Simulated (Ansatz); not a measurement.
Consider the cleavage of the Si–Sn bond: `C[SiH2][SnH2][F]` + HCl → `C[SiH2]Cl` + `[F][SnH3]`.

Computed with Ansatz on PBE0-D4/def2-TZVP structures; ΔE is electronic, products minus reactants. CBS: MP2 limit from def2 TZ/QZ plus the TZ coupled-cluster correction, frozen cores. This one scheme is used for every species. DFT in def2-TZVPP. B3LYP here is the variant with VWN-RPA as its local correlation; programs differ in this. Elements past krypton have def2 core potentials. For Sn outer-core shells are correlated without core-valence functions, which leaves a few kJ/mol of doubt a bond. Each species was taken in one conformer, which may not be the lowest.

```
             level  ΔE (kcal/mol)  difference from CCSD(T)/CBS
            PBE-D4          -14.3                          2.2
         r2SCAN-D4          -17.3                         -0.8
           PBE0-D4          -15.7                          0.8
          B3LYP-D4          -16.6                         -0.1
           ωB97X-V          -18.0                         -1.5
           ωB97M-V          -18.4                         -1.9
            B2PLYP          -18.1                         -1.6
               PBE          -14.9                          1.6
            r2SCAN          -17.5                         -1.0
              PBE0          -16.3                          0.2
             B3LYP          -17.6                         -1.1
     HF/def2-TZVPP          -22.3                         -5.8
    MP2/def2-TZVPP          -18.1                         -1.6
SCS-MP2/def2-TZVPP          -18.7                         -2.2
   CCSD/def2-TZVPP          -17.6                         -1.1
CCSD(T)/def2-TZVPP          -17.2                         -0.7
     HF/def2-QZVPP          -22.4                         -5.9
    MP2/def2-QZVPP          -17.8                         -1.3
SCS-MP2/def2-QZVPP          -18.5                         -2.0
      HF/CBS(def2)          -22.5                         -6.0
     MP2/CBS(def2)          -17.4                         -0.9
    CCSD/CBS(def2)          -17.0                         -0.5
       CCSD(T)/CBS          -16.5                            0
```

Largest T1 diagnostic among the species: 0.014.

The D4 term adds +1.0 kcal/mol with B3LYP and +0.6 kcal/mol with PBE0; it sums over pairs of atoms, weighted by their polarisabilities, and B3LYP, whose exchange is more repulsive, gets the larger term. From PBE to PBE0 (25 % exact exchange), in def2-TZVPP and without D4, ΔE moves by −1.4 kcal/mol.
